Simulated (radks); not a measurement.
Spherical jellium clusters: N electrons in a uniform positive sphere of charge N and radius rs N^(1/3), rs = 2.94 bohr. Method: non-relativistic Kohn-Sham, LDA (Slater exchange, Perdew-Wang correlation), spin-polarised, spherical densities; computed with a radial shooting solver with Libxc functionals. Levels are named by radial order and angular momentum (1s, 1p, 1d, 2s, ...), and open shells are averaged over m.

N = 23, configuration 1s2 1p6 1d10 2s2 1f(up 3, down 0). This is the lowest configuration that the search found. Occupied and some empty levels:

level,occupation,eigenvalue (eV),<r> (bohr)
1s up,1,-7.6312,5.159
1s down,1,-7.4790,5.034
1p up,3,-6.3079,6.147
1p down,3,-6.0895,6.082
1d up,5,-4.6596,6.893
1d down,5,-4.4066,6.874
2s up,1,-3.9180,5.922
2s down,1,-3.7756,5.988
1f up,3,-2.7802,7.615
1f down,0,-2.5181,7.644
2p up,0,-1.9960,7.640
2p down,0,-1.8592,7.726
1g up,0,-0.78638,8.557
1g down,0,-0.54494,8.699
2d up,0,-0.48668,10.62
2d down,0,-0.38448,11.00

Energy (eV): total -35.5691, kinetic 69.420, external -2017.6, Hartree 987.29, exchange-correlation -107.73, background 1033.0.
